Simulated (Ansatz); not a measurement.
```yaml
crystal:
  periodic: [false, false, false]
  atoms:
    - {symbol: Si, position_ang: [-0.796340, 1.640380, 0.197487]}
    - {symbol: B, position_ang: [-0.162207, 0.002242, -0.773838]}
    - {symbol: Ge, position_ang: [0.875930, -1.478943, 0.193280]}
    - {symbol: Cl, position_ang: [1.199929, -3.212019, -1.069773]}
    - {symbol: H, position_ang: [-0.644252, 2.873202, -0.621868]}
    - {symbol: H, position_ang: [-0.136981, 1.850296, 1.514436]}
    - {symbol: H, position_ang: [-2.252316, 1.409332, 0.438792]}
    - {symbol: H, position_ang: [-0.422920, -0.135937, -1.930747]}
    - {symbol: H, position_ang: [0.145040, -2.004176, 1.442139]}
    - {symbol: H, position_ang: [2.277314, -0.995478, 0.612990]}
basis:
  gaussian: {orbitals: LANL2DZ}
hamiltonian: {xc: {name: HSE06}}
```

```sh
$ ansatz run in.yaml --threads 4 --pin off --events-out ev --progress --plain --max-ram 10444MiB
```

It prints (some lines left out):

```
Error: <dir> can't be read: No such file or directory (os error 2)
```
